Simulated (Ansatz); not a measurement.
`[SiH3][SiH2]OBCl` + `C[O][Ga]([OH])[SH]` → `C[O][Ga]([SH])[O][SiH3]` + `[SiH3]OBCl`  (cleavage of the Si–Si bond)

Computed with Ansatz on PBE0-D4/def2-TZVP structures; ΔE is electronic, products minus reactants. CBS: MP2 limit from def2 TZ/QZ plus the TZ coupled-cluster correction, frozen cores. This one scheme is used for every species. Functionals use def2-TZVPP. For Ga outer-core shells are correlated without core-valence functions, which leaves a few kJ/mol of doubt a bond. Scalar relativity is left out up to krypton. One conformer a species, not always the lowest.

`[SiH3][SiH2]OBCl`:

Cartesian coordinates in Å:
```
Si -1.166 0.508 1.217
Si 0.434 -1.045 0.489
O 1.098 -0.624 -0.983
B 0.889 0.408 -1.804
Cl 1.801 0.514 -3.301
H -1.688 0.040 2.530
H -0.559 1.854 1.391
H -2.294 0.600 0.253
H -0.171 -2.390 0.320
H 1.557 -1.142 1.456
H 0.100 1.276 -1.568
```

`C[O][Ga]([OH])[SH]`:

Cartesian coordinates in Å:
```
C 1.841 -0.260 0.172
O 0.732 -0.382 -0.685
Ga -0.915 0.084 -0.221
O -2.199 -0.124 -1.429
S -1.377 0.878 1.761
H 2.533 0.497 -0.213
H 1.570 0.024 1.197
H 2.372 -1.216 0.220
H -1.873 -0.483 -2.258
H -2.683 0.984 1.457
```

`C[O][Ga]([SH])[O][SiH3]`:

Cartesian coordinates in Å:
```
C 0.295 -1.893 0.293
O 1.333 -1.095 -0.226
Ga 1.162 0.643 -0.537
S 2.844 1.781 -1.306
O -0.380 1.462 -0.246
Si -1.876 1.247 0.364
H 0.482 -2.931 0.007
H 0.261 -1.841 1.387
H -0.695 -1.615 -0.091
H 3.630 0.690 -1.314
H -1.820 0.650 1.728
H -2.678 0.338 -0.503
H -2.559 2.564 0.442
```

`[SiH3]OBCl`:

```xyz
8

Si   -0.934   -0.306   -0.705
O     0.089   -0.528    0.595
B     1.135    0.165    1.051
Cl    1.672    1.637    0.227
H    -0.157   -0.341   -1.965
H    -1.894   -1.431   -0.656
H    -1.644    0.988   -0.567
H     1.734   -0.184    2.020
```

Q: Is it downhill or uphill in electronic energy at CCSD(T)/CBS, and by how much? (Best estimate.)

A: Computed: Downhill: ΔE = -25.6 kcal/mol.

Q: What do these levels give: r2SCAN-D4, B2PLYP, r2SCAN, MP2/def2-QZVPP, SCS-MP2/def2-QZVPP, MP2/CBS(def2)? (Estimate.)

A: Computed: r2SCAN-D4 -23.5, B2PLYP -26.3, r2SCAN -23.4, MP2/def2-QZVPP -27.7, SCS-MP2/def2-QZVPP -28.8, MP2/CBS(def2) -27.4 kcal/mol.

Largest T1 diagnostic among the species: 0.014.

From PBE to PBE0 (25 % exact exchange), in def2-TZVPP and without D4, ΔE moves by −2.6 kcal/mol. The D4 term adds −0.7 kcal/mol with B3LYP and −0.4 kcal/mol with PBE0; it sums over pairs of atoms, weighted by their polarisabilities, and B3LYP, whose exchange is more repulsive, gets the larger term.

B3LYP here is the variant with VWN-RPA as its local correlation; programs differ in this.
